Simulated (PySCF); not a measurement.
Level of theory: B3LYP-D3(BJ)/def2-TZVP (PySCF). Gas-phase values, no solvent. B3LYP has the VWN-RPA correlation part, as in Gaussian. 

Reference species (SMILES): `COC#N` (neutral, multiplicity 1).

```json
{
  "HOMO": "-8.30 eV"
}
```

Changed species: `N(=C1\CO1)/[H]`.

Problem. What does the change do to the HOMO?

Solution. the HOMO goes up by 0.35 eV, to -7.95 eV.
